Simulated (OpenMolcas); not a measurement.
# Levels of Zr3+ by method

```yaml
Program: OpenMolcas
Basis: ANO-RCC-VDZP [6s5p3d1f]
Scalar_Hamiltonian: DKH2, point nucleus
Active_space: 1 electron in 9 orbitals (RAS2 4d 5s; RAS3 5p, at most 1 electron)
State_averaging: 2S+1 = 2 even, 6 roots; 2S+1 = 2 odd, 3 roots
Spin-orbit_coupling: RASSI with atomic mean-field integrals over the reference wave functions, term energies averaged over their components
```

Methods on the same reference wave functions:
A. RASSCF
B. SS-RASPT2, IPEA 0.25 Eh, imaginary shift 0.1 Eh (closed shells correlated: 4s 4p)

Energies in cm-1 above 4d 2D 3/2, the measured ground level; measured values from the list in Rauch et al., Astron. Astrophys. 599, A142 (2017).

```
     Level      A      B  Measured
 4d 2D 3/2    0.0    0.0       0.0
 4d 2D 5/2   1305   1305      1251
 5s 2S 1/2  38872  37276     38258
5p 2P* 1/2  82317  83977     81976
5p 2P* 3/2  84322  85983     84461
```

Deviations, from unrounded energies. A percentage is the sum of absolute deviations over the sum of measured energies, with the sign that they share, or ± where signs differ.

```
                  Against measurement  Levels     A     B
       mean absolute deviation (cm-1)       4   290  1100
fine structure of the ground term (%)       1  +4.3  +4.3
             other configurations (%)       3  ±0.5  ±2.2
```

A lies closest to measurement on these levels. The largest miss of A in the table is 5s 2S 1/2, by +610 cm-1. The ranking rests on the paired levels alone, and a cruder setting can come out closer through cancelling errors.

The lowest spin-free term lies below A's lowest term by 0.165 hartree in B.

The basis is small and was not contracted for so high a charge. With one active electron the reference holds no correlation, so core polarisation is missing (holds for A). With one active electron, CASPT2 adds the correlation within the correlated inactive shells and between them and that electron, and leaves the splitting within a term as the reference gives it (holds for B). Computed and measured levels are paired by configuration, term and J; levels that our copy of the source lacks, or whose pairing is in doubt (as where it misses far off the trend of its configuration), stay unpaired and out of the deviations. Levels of configurations outside the active space are missing.

* marks odd parity.
